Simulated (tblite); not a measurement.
Species: C5H11N2Si (doublet state).
Bonds: C1–C2, C2–C3 (triple), C3–C4, C4–Si5, Si5–C6, Si5–N7, Si5–N8. Hydrogens: H9, H10, H11 on C1; H12 on C4; H13, H14, H15 on C6; H16, H17 on N7; H18, H19 on N8.
Bond orders are those of one Lewis drawing.

Computed with GFN2-xTB (tblite), gas phase: L-BFGS steps from a force-field or distance-geometry start until the largest atomic force falls under 0.01 eV/Å.

Step 12: E = -647.1200 eV
```
atom  x, y, z in Å  |  force x, y, z in eV/Å
C1      3.7023    0.9375   -0.3883    0.063   0.080  -0.008
C2      2.5066    0.1840   -0.1007    0.057  -0.016   0.023
C3      1.5288   -0.4877    0.1834   -0.046  -0.121   0.068
C4      0.4014   -1.1881    0.4834   -0.027   0.027   0.050
Si5    -1.3024   -0.4521    0.2186   -0.160   0.000  -0.102
C6     -1.5214    1.2486    1.0510    0.051   0.013  -0.032
N7     -1.6505   -0.3884   -1.4913   -0.018   0.045  -0.116
N8     -2.5456   -1.5479    0.7366   -0.096  -0.152   0.097
H9      3.5109    2.0078   -0.3098   -0.047   0.048   0.005
H10     4.4970    0.6768    0.3137   -0.008  -0.042  -0.010
H11     4.0586    0.7313   -1.4005   -0.033  -0.054   0.012
H12     0.5153   -2.2306    0.7469    0.028   0.060   0.036
H13    -0.8363    2.0024    0.6859    0.074   0.017  -0.080
H14    -1.3548    1.1565    2.1204    0.010  -0.001   0.021
H15    -2.5313    1.6225    0.9109    0.007  -0.002  -0.043
H16    -0.9942    0.0892   -2.0892   -0.006   0.097   0.082
H17    -1.8385   -1.2914   -1.9041   -0.056   0.061   0.033
H18    -3.4351   -1.4140    0.2778    0.085  -0.051  -0.020
H19    -2.7207   -1.6471    1.7244    0.123  -0.008  -0.015
```

Step 13: E = -647.1252 eV
```
atom  x, y, z in Å  |  force x, y, z in eV/Å
C1      3.7015    0.9355   -0.3877    0.046   0.079  -0.001
C2      2.5076    0.1809   -0.0972    0.004  -0.047   0.042
C3      1.5234   -0.4808    0.1906    0.019  -0.155   0.051
C4      0.4012   -1.1909    0.4879   -0.085   0.060   0.042
Si5    -1.3042   -0.4544    0.2166   -0.177   0.018  -0.096
C6     -1.5189    1.2530    1.0481    0.053  -0.041  -0.053
N7     -1.6512   -0.3865   -1.4942   -0.020   0.058  -0.068
N8     -2.5466   -1.5513    0.7383   -0.028  -0.126   0.065
H9      3.5088    2.0041   -0.3096   -0.058   0.100   0.007
H10     4.4980    0.6789    0.3120    0.014  -0.063   0.017
H11     4.0564    0.7306   -1.3994   -0.026  -0.069  -0.023
H12     0.5170   -2.2334    0.7546    0.038   0.105   0.023
H13    -0.8298    2.0049    0.6802    0.018  -0.034  -0.046
H14    -1.3509    1.1573    2.1190   -0.011   0.028  -0.047
H15    -2.5305    1.6271    0.9055    0.081  -0.014  -0.018
H16    -0.9959    0.1000   -2.0864   -0.018   0.065   0.072
H17    -1.8475   -1.2835   -1.9165   -0.029   0.082   0.045
H18    -3.4380   -1.4303    0.2794    0.099  -0.039   0.014
H19    -2.7101   -1.6516    1.7278    0.080  -0.009  -0.025
```

Step 14: E = -647.1309 eV
```
atom  x, y, z in Å  |  force x, y, z in eV/Å
C1      3.7011    0.9345   -0.3869   -0.004   0.044   0.013
C2      2.5087    0.1765   -0.0925   -0.050  -0.065   0.061
C3      1.5188   -0.4764    0.1995    0.089  -0.143   0.022
C4      0.3990   -1.1925    0.4938   -0.120   0.091   0.021
Si5    -1.3095   -0.4570    0.2128   -0.129   0.026  -0.058
C6     -1.5151    1.2570    1.0440    0.040  -0.087  -0.069
N7     -1.6522   -0.3830   -1.4988   -0.046   0.072   0.002
N8     -2.5477   -1.5573    0.7413    0.067  -0.083  -0.003
H9      3.5052    2.0021   -0.3093   -0.057   0.113   0.006
H10     4.4993    0.6799    0.3105    0.027  -0.064   0.032
H11     4.0535    0.7283   -1.3986   -0.024  -0.068  -0.040
H12     0.5201   -2.2346    0.7635    0.026   0.138   0.016
H13    -0.8224    2.0073    0.6733   -0.033  -0.089  -0.014
H14    -1.3468    1.1590    2.1166   -0.023   0.050  -0.114
H15    -2.5279    1.6321    0.8994    0.139  -0.017   0.003
H16    -0.9980    0.1135   -2.0831   -0.018   0.036   0.046
H17    -1.8582   -1.2733   -1.9301    0.000   0.090   0.040
H18    -3.4399   -1.4494    0.2816    0.087  -0.032   0.049
H19    -2.6977   -1.6573    1.7321    0.028  -0.012  -0.014
```

Step 15: E = -647.1377 eV
```
atom  x, y, z in Å  |  force x, y, z in eV/Å
C1      3.7003    0.9340   -0.3857   -0.066  -0.014   0.031
C2      2.5098    0.1705   -0.0857   -0.086  -0.056   0.073
C3      1.5144   -0.4743    0.2106    0.146  -0.099  -0.018
C4      0.3939   -1.1924    0.5012   -0.109   0.110  -0.005
Si5    -1.3181   -0.4596    0.2071   -0.026   0.023   0.003
C6     -1.5098    1.2599    1.0375    0.017  -0.112  -0.073
N7     -1.6546   -0.3773   -1.5040   -0.081   0.094   0.069
N8     -2.5474   -1.5661    0.7446    0.164  -0.040  -0.072
H9      3.4999    2.0017   -0.3088   -0.043   0.075   0.002
H10     4.5012    0.6799    0.3092    0.019  -0.044   0.027
H11     4.0495    0.7243   -1.3982   -0.031  -0.050  -0.026
H12     0.5242   -2.2332    0.7746   -0.011   0.156   0.016
H13    -0.8140    2.0083    0.6646   -0.061  -0.135   0.003
H14    -1.3424    1.1620    2.1115   -0.024   0.057  -0.156
H15    -2.5222    1.6378    0.8920    0.158  -0.010   0.014
H16    -1.0009    0.1303   -2.0781   -0.014   0.010   0.009
H17    -1.8709   -1.2594   -1.9453    0.025   0.083   0.020
H18    -3.4405   -1.4729    0.2852    0.051  -0.028   0.078
H19    -2.6822   -1.6643    1.7368   -0.028  -0.018   0.005
```

**Question.** Estimate the geometry and energy of step 16. (The exact step hangs on the optimiser's Hessian estimate; all steps are aligned on step 15, rigid shifts and turns removed.)

**Answer.** E = -647.1454 eV, largest force 0.243 eV/Å
```
atom  x, y, z in Å  |  force x, y, z in eV/Å
C1      3.6986    0.9334   -0.3837   -0.112  -0.072   0.044
C2      2.5102    0.1633   -0.0769   -0.084  -0.012   0.070
C3      1.5103   -0.4742    0.2230    0.162  -0.044  -0.058
C4      0.3859   -1.1899    0.5089   -0.040   0.110  -0.027
Si5    -1.3281   -0.4618    0.2007    0.097   0.007   0.060
C6     -1.5035    1.2603    1.0284   -0.011  -0.102  -0.061
N7     -1.6595   -0.3689   -1.5083   -0.114   0.114   0.104
N8     -2.5440   -1.5773    0.7470    0.216  -0.014  -0.110
H9      3.4931    2.0024   -0.3082   -0.020  -0.008  -0.003
H10     4.5038    0.6792    0.3082   -0.013  -0.010   0.006
H11     4.0441    0.7188   -1.3981   -0.051  -0.022   0.016
H12     0.5274   -2.2282    0.7876   -0.064   0.147   0.022
H13    -0.8055    2.0061    0.6543   -0.052  -0.153  -0.006
H14    -1.3376    1.1660    2.1026   -0.012   0.043  -0.147
H15    -2.5129    1.6438    0.8836    0.119   0.007   0.009
H16    -1.0046    0.1493   -2.0703   -0.010  -0.007  -0.034
H17    -1.8845   -1.2419   -1.9610    0.045   0.070  -0.001
H18    -3.4390   -1.4994    0.2905    0.017  -0.026   0.097
H19    -2.6639   -1.6717    1.7408   -0.074  -0.030   0.019
```

The energy changes by -0.0077 eV. The first-order estimate −F·Δx gives -0.0104 eV and the mean of the old and new forces, exact on a quadratic surface, -0.0077 eV. The step makes an angle of 72° with the force vector and moves no atom by more than 0.027 Å.

The cost below is that of the whole relaxation. Hardware: an Arm Neoverse N1 with one thread, no GPU, on a shared host. Cost: 1.1 s wall.
